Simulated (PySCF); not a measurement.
OV, SMILES [O]=[V] (connectivity only; charge and spin as stated), neutral, multiplicity 4. Coordinates come from a B3LYP-D3(BJ)/def2-TZVPD optimisation. The spin state was assumed, not searched.

All values below come from PySCF with B3LYP-D3(BJ)/def2-TZVPD.

Harmonic wavenumbers (cm⁻¹): 1045. Rotational constants (GHz): 16.63 (linear); symmetry number 1.

Question: Work out the zero-point energy and the ideal-gas rigid-rotor harmonic-oscillator thermochemistry at 298.15 K and 1 atm.

Answer: ZPE = ½ Σ hcν = ½ × 1045 cm⁻¹ = 1.49 kcal/mol. H − E(el) = 3.59 kcal/mol. Entropy in cal/(mol K): translation 38.52, rotation 13.76, vibration 0.08, spin 2.75, total 55.11. G − E(el) = -12.84 kcal/mol. Cp = 7.29 cal/(mol K).
